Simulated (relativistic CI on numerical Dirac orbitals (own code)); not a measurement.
**Radial parameters of Lu LXV**

Computed by Dirac-Coulomb-Breit CI, separate exchange-only KLI orbitals for each configuration, QED by a radiative potential, unscaled Slater integrals (own radial code, finite nucleus).

Slater integrals F^k, G^k are unscaled and averaged over j, outside the closed core 1s2; ζ comes from projecting the Hamiltonian with its Breit term on Σ l·s of the shell.

- 2s²2p³: F^2(2p,2p) = 1.3497e+06, ζ(2p) = 6.3536e+06 cm⁻¹; <r>(2p) = 0.06964, <r^2>(2p) = 0.005911 (bohr units).
- 2s2p⁴: F^2(2p,2p) = 1.3483e+06, G^1(2s,2p) = 1.4527e+06, ζ(2p) = 6.3379e+06 cm⁻¹; <r>(2s) = 0.07876, <r^2>(2s) = 0.007364, <r>(2p) = 0.06971, <r^2>(2p) = 0.005923 (bohr units).
- 2p⁵: ζ(2p) = 6.3224e+06 cm⁻¹; <r>(2p) = 0.0698, <r^2>(2p) = 0.005939 (bohr units).

Averages of the first 10 configurations, taken without configuration mixing, which lowers the lowest level and can move excited configurations by several eV; other configurations of the list can lie among them:

```csv
Configuration,Parity,States,Average energy above the lowest level (eV)
2s²2p³,odd,20,1176.1
2s2p⁴,even,30,2307.6
2p⁵,odd,6,3498.6
2p⁴3s,even,30,11928.7
2p⁴3p,odd,90,12251.7
2p⁴3d,even,150,12516.2
2s²2p²3s,even,30,9677.0
2s²2p²3p,odd,90,10011.1
2s²2p²3d,even,150,10275.7
2s2p³3s,odd,80,10772.9
```
